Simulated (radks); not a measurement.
Results of a calculation; reference values are marked as such.
Te II, configuration [Kr] 4d10 5s2 5p3 (the NIST ground configuration).

Code: a radial shooting solver on a logarithmic mesh with Libxc functionals. Model: Dirac Kohn-Sham, Slater X-alpha with alpha = 0.651, spin-unpolarised, spherical densities, finite nucleus; open shells are shared between the two j in proportion to 2j + 1; Fermi nuclear charge, rms radius 4.7423 fm.

Energy parts (eV):
total: -184541.512
kinetic: 195203.997
electron-nucleus: -448313.497
Hartree: 72951.919
exchange: -4383.930

Orbitals (lengths in bohr, moments of r in powers of bohr; <r^-3> diverges for s and p1/2; r(max) is where P^2 peaks):
| orbital | occ. | eigenvalue (eV) | <r^-3> | r(max) | <r^2> | <1/r> | small-component weight |
|---|---|---|---|---|---|---|---|
| 1s1/2 | 2 | -31563.68 | - | 0.01795 | 0.001050 | 55.51 | 3.65e-02 |
| 2s1/2 | 2 | -4843.822 | - | 0.1016 | 0.01691 | 12.93 | 7.78e-03 |
| 2p1/2 | 2 | -4540.730 | - | 0.07798 | 0.01252 | 12.92 | 7.82e-03 |
| 2p3/2 | 4 | -4266.874 | 4898 | 0.08269 | 0.01381 | 11.95 | 7.44e-03 |
| 3s1/2 | 2 | -968.5371 | - | 0.2933 | 0.1190 | 4.592 | 2.28e-03 |
| 3p1/2 | 2 | -843.7611 | - | 0.2795 | 0.1137 | 4.506 | 2.23e-03 |
| 3p3/2 | 4 | -792.7737 | 930.8 | 0.2902 | 0.1220 | 4.268 | 2.12e-03 |
| 3d3/2 | 4 | -571.8011 | 148.2 | 0.2360 | 0.1033 | 4.122 | 2.01e-03 |
| 3d5/2 | 6 | -561.1340 | 137.4 | 0.2390 | 0.1057 | 4.061 | 1.98e-03 |
| 4s1/2 | 2 | -170.6597 | - | 0.7014 | 0.6628 | 1.838 | 6.46e-04 |
| 4p1/2 | 2 | -127.7599 | - | 0.7215 | 0.7351 | 1.725 | 5.84e-04 |
| 4p3/2 | 4 | -117.9800 | 178.5 | 0.7463 | 0.7897 | 1.646 | 5.50e-04 |
| 4d3/2 | 4 | -49.5232 | 20.89 | 0.8070 | 1.102 | 1.379 | 4.05e-04 |
| 4d5/2 | 6 | -48.0533 | 19.17 | 0.8161 | 1.131 | 1.359 | 3.96e-04 |
| 5s1/2 | 2 | -22.2080 | - | 1.775 | 4.703 | 0.6402 | 1.06e-04 |
| 5p1/2 | 1 | -13.1710 | - | 2.052 | 6.814 | 0.5295 | 7.36e-05 |
| 5p3/2 | 2 | -12.2441 | 16.77 | 2.140 | 7.416 | 0.5050 | 6.77e-05 |

The highest occupied level is 5p3/2 at -12.244 eV. The density falls to 0.001 e/bohr^3 at r = 4.29 bohr. For comparison, the ionisation energy in NIST's Atomic Spectra Database is 18.6 eV (measured). In exact Kohn-Sham theory the highest level is minus the ionisation energy, but local and semilocal functionals leave it too shallow, through self-interaction and a potential that decays too fast; potentials with the right tail come closer.

Beside tabulated values, note that spin-unpolarised runs miss the spin-polarisation part of the exchange energy of open shells.
